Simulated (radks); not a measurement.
Problem. The mean radii <r> (bohr) of the occupied orbitals of an atom or ion are listed with their occupations. Calculated with a radial shooting solver on a logarithmic mesh with Libxc functionals: scalar-relativistic Kohn-Sham, exchange-only B88, spin-polarised, spherical densities, finite nucleus; Fermi nuclear charge, rms radius of each element as measured or else 0.836 A^(1/3) + 0.57 fm.

| orbital | occ. | <r> |
|---|---|---|
| 1s up | 1 | 0.03899 |
| 1s down | 1 | 0.03897 |
| 2s up | 1 | 0.1614 |
| 2s down | 1 | 0.1618 |
| 2p up | 1 | 0.1383 |

Name the element and its charge. Open shells, if any, are filled with parallel spins first.

Solution. Z = 38, strontium, charge +33: Sr33+ in [He] 2s2 2p1. The 1s radius gives Z: for a bare nucleus <r> = (2 gamma + 1)/(2Z) with gamma = sqrt(1 - (Z/c)^2), 0.03844 bohr for Z = 38, and screening makes it slightly larger (0.03899 here). The occupations add up to 5, and the charge is Z minus that.
